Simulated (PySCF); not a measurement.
Ti(H)3(SH) (H₄STi), SMILES [SH][TiH3], multiplicity 1. Atoms are numbered in the order given.

```xyz
6

Ti    -0.0018    -0.8658     0.0000
H      1.6197    -1.3502     0.0000
H     -0.7961    -1.4392     1.3725
H     -0.7961    -1.4392    -1.3725
S     -0.0785     1.3765     0.0000
H      1.2683     1.2524     0.0000
```
Charge 0, spin multiplicity 1.

Geometry optimised at ωB97X-D3(BJ)/def2-TZVP. The spin state was assumed, not searched.

The numbers are results of CAM-B3LYP/def2-TZVPD (PySCF), not measurements.

Symmetry labels are those of the subgroup Cs that the program uses (full group Cs).

Q: List the valence orbital energies around the gap with their symmetry. (Estimate from the structure and the level; the computed values follow.)

A: 
| orbital | symmetry | energy (eV) |
|---|---|---|
| HOMO−7 | A" | -44.00 |
| HOMO−6 | A' | -22.14 |
| HOMO−5 | A' | -13.28 |
| HOMO−4 | A' | -11.06 |
| HOMO−3 | A' | -10.46 |
| HOMO−2 | A' | -10.38 |
| HOMO−1 | A" | -10.37 |
| HOMO | A" | -9.63 |
| LUMO | A' | -1.68 |
| LUMO+1 | A" | -1.65 |
| LUMO+2 | A' | -1.55 |
| LUMO+3 | A' | -1.21 |
